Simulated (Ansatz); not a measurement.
Consider the cleavage of the Ge–Si bond: `[SiH3][GeH3]` + CH₃NH₂ → `C[NH][GeH3]` + SiH₄.

Computed with Ansatz on PBE0-D4/def2-TZVP structures; ΔE is electronic, products minus reactants. CCSD(T)/CBS is the MP2 limit (def2-TZVPP, def2-QZVPP) plus CCSD(T) − MP2 in def2-TZVPP, frozen cores. This one scheme is used for every species. DFT in def2-TZVPP. HSE06 is defined as in plane-wave codes. For Ge outer-core shells are correlated without core-valence functions, which leaves a few kJ/mol of doubt a bond. Scalar relativity is left out up to krypton.

| level | ΔE (kJ/mol) |
| --- | --- |
| PBE0-D4 | 29.7 |
| HSE06-D4 | 29.8 |
| BHLYP-D4 | 17.0 |
| BHLYP | 17.5 |

**Question.** What does CCSD(T)/CBS give? (An estimate is asked.)

**Answer.** Computed: +18.8 kJ/mol. The listed levels differ from it by 10.9, 11.0, -1.8, -1.3 kJ/mol.

**Question.** What do rigid-rotor, harmonic-oscillator terms from PBE0-D4/def2-TZVP frequencies (298.15 K, 1 bar) make of the CCSD(T)/CBS value? (Best estimate.)

**Answer.** The calculation gave: ΔZPE = -8.6 kJ/mol, ΔH = +10.0 kJ/mol, ΔS = -19 J/(mol·K), ΔG = +15.5 kJ/mol.

Largest T1 diagnostic among the species: 0.012.

From BLYP to BHLYP (50 % exact exchange), in def2-TZVPP and without D4, ΔE moves by −5.8 kJ/mol. Leaving LDA and LC-ωPBE aside and taking each functional with its dispersion term where it has one, the values, not all of them listed here, spread over 15.3 kJ/mol, from CAM-B3LYP-D4 to PBE-D4. At CCSD(T), def2-SVP lies −9.8 kJ/mol from the extrapolated value and def2-TZVPP −3.4 kJ/mol.
